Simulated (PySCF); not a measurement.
Chain-length series, n-germane amino/formyl (end groups after the name). All species are isolated molecules in the gas phase. One relaxed conformer stands for each flexible species; it need not be the lowest. Strings in code marks are SMILES.

Method: PySCF with PBE0-D4/def2-TZVP // PBE0-D4/def2-SVP. All candidates: neutral, multiplicity 1. Delta-SCF ions had no search for a lower state. Excitations are Tamm–Dancoff values on a coarser integration grid. The basis has no diffuse functions, so Rydberg states are missing or too high.

```yaml
HOMO: -6.92 eV
S1 excitation (TDA): 3.33 eV
vertical ionisation energy (Delta-SCF): 8.82 eV
```

### Question
Which member has these values?
A) `[NH2][GeH2][GeH2][GeH2][GeH2][CH]=O`
B) `[NH2][GeH2][CH]=O`
C) `[NH2][GeH2][GeH2][GeH2][GeH2][GeH2][CH]=O`
D) `[NH2][GeH2][GeH2][CH]=O`

### Answer
D, `[NH2][GeH2][GeH2][CH]=O`. The others give `[NH2][GeH2][GeH2][GeH2][GeH2][GeH2][CH]=O`: -6.67 eV, 3.31 eV, 8.00 eV; `[NH2][GeH2][GeH2][GeH2][GeH2][CH]=O`: -6.68 eV, 3.30 eV, 8.13 eV; `[NH2][GeH2][CH]=O`: -6.76 eV, 3.29 eV, 8.89 eV
